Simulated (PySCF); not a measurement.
PySCF input (HF/6-311++G(3df,3pd)):

```python
import numpy as np, basis_set_exchange as bse
from pyscf import gto, scf, dft, df
from pyscf.prop.nmr import rhf as nmr

basis = {'C': gto.basis.parse(bse.get_basis('6-311++G(3df,3pd)', elements=['C'], fmt='nwchem'))}
mol = gto.M(
    atom='''
    C    -0.00000000   -0.00000000   -1.28727137
    C     0.00000000    0.00000000    0.00000000
    C     0.00000000    0.00000000    1.28727137
    ''',
    basis=basis,
    charge=0,
    verbose=4,
    max_memory=1839,
)
mf = scf.RHF(mol)
mf.conv_tol = 1e-9
mf.max_cycle = 100
print('smallest overlap eigenvalue', np.linalg.eigvalsh(mol.intor('int1e_ovlp'))[0])
mf.kernel()
dip = mf.dip_moment()
n = nmr.NMR(mf)
n.verbose = 2
n.max_cycle_cphf = 60
sigma = n.kernel()
for i, x in enumerate(sigma):
    print(mol.atom_symbol(i), i + 1, round(x.trace() / 3, 3))
```

Output:

```
PySCF version 2.14.0

[INPUT] verbose = 4
[INPUT] num. atoms = 3
[INPUT] num. electrons = 18
[INPUT] charge = 0
[INPUT] spin (= nelec alpha-beta = 2S) = 0
[INPUT] symmetry False subgroup None
[INPUT] Mole.unit = angstrom
[INPUT] Symbol           X                Y                Z      unit          X                Y                Z       unit  Magmom
[INPUT]  1 C      0.000000000000   0.000000000000  -1.287271370000 AA    0.000000000000   0.000000000000  -2.432590337294 Bohr   0.0
[INPUT]  2 C      0.000000000000   0.000000000000   0.000000000000 AA    0.000000000000   0.000000000000   0.000000000000 Bohr   0.0
[INPUT]  3 C      0.000000000000   0.000000000000   1.287271370000 AA    0.000000000000   0.000000000000   2.432590337294 Bohr   0.0

nuclear repulsion = 36.9975982475241
number of shells = 39
number of NR pGTOs = 156
number of NR cGTOs = 117
basis = {'C': [[0, [4563.24, 0.00196665], [682.024, 0.0152306], [154.973, 0.0761269], [44.4553, 0.260801], [13.029, 0.616462], [1.82773, 0.221006]], [0, [20.9642, 0.11466], [4.80331, 0.919999], [1.45933, -0.00303068]], [0, [0.483456, 1.0]], [0, [0.145585, 1.0]], [0, [0.0438, 1.0]], [1, [20.9642, 0.0402487], [4.80331, 0.237594], [1.45933, 0.815854]], [1, [0.483456, 1.0]], [1, [0.145585, 1.0]], [1, [0.0438, 1.0]], [2, [2.504, 1.0]], [2, [0.626, 1.0]], [2, [0.1565, 1.0]], [3, [0.8, 1.0]]]}
ecp = {}
smallest overlap eigenvalue 3.1272389005243972e-06

******** <class 'pyscf.scf.hf.RHF'> ********
method = RHF
initial guess = minao
damping factor = 0
level_shift factor = 0
DIIS = <class 'pyscf.scf.diis.CDIIS'>
diis_start_cycle = 1
diis_space = 8
diis_damp = 0
SCF conv_tol = 1e-09
SCF conv_tol_grad = None
SCF max_cycles = 100
direct_scf = True
direct_scf_tol = 1e-13
Set gradient conv threshold to 3.16228e-05
Initial guess from minao.
init E= -113.623855252215
  HOMO = -0.246409856484114  LUMO = -0.0801171205954833  gap/eV = 4.52506
cycle= 1 E= -113.345148287941  delta_E= 0.279  |g|= 0.33  |ddm|= 4.16
  HOMO = -0.500744148285518  LUMO = -0.05884937673154  gap/eV = 12.02457
cycle= 2 E= -113.383793328581  delta_E= -0.0386  |g|= 0.0865  |ddm|= 2.06
  HOMO = -0.471827491650501  LUMO = -0.0204830072687624  gap/eV = 12.28171
cycle= 3 E= -113.387079098747  delta_E= -0.00329  |g|= 0.0321  |ddm|= 1.13
  HOMO = -0.469377965320516  LUMO = -0.0200592438293022  gap/eV = 12.22659
cycle= 4 E= -113.387543522302  delta_E= -0.000464  |g|= 0.00875  |ddm|= 0.642
  HOMO = -0.472511913696505  LUMO = -0.02119879820463  gap/eV = 12.28086
cycle= 5 E= -113.387570709987  delta_E= -2.72e-05  |g|= 0.00246  |ddm|= 0.0638
  HOMO = -0.47235403317523  LUMO = -0.0210678252731235  gap/eV = 12.28012
cycle= 6 E= -113.387573010166  delta_E= -2.3e-06  |g|= 0.000384  |ddm|= 0.0398
  HOMO = -0.47230779661347  LUMO = -0.0210147508475165  gap/eV = 12.28031
cycle= 7 E= -113.38757306834  delta_E= -5.82e-08  |g|= 5.71e-05  |ddm|= 0.0016
  HOMO = -0.472303665842729  LUMO = -0.0210101150091411  gap/eV = 12.28032
cycle= 8 E= -113.387573069927  delta_E= -1.59e-09  |g|= 6.3e-06  |ddm|= 0.00162
  HOMO = -0.472304107799846  LUMO = -0.0210100975249563  gap/eV = 12.28034
cycle= 9 E= -113.387573069955  delta_E= -2.84e-11  |g|= 5.25e-07  |ddm|= 0.000456
  HOMO = -0.472304209416584  LUMO = -0.0210101620657636  gap/eV = 12.28034
Extra cycle  E= -113.387573069955  delta_E= -3.13e-13  |g|= 1.7e-07  |ddm|= 4.82e-05
converged SCF energy = -113.387573069955
Dipole moment(X, Y, Z, Debye):  0.00000, -0.00000, -0.00000
C 1 -188.893
C 2 28.403
C 3 -188.893
```
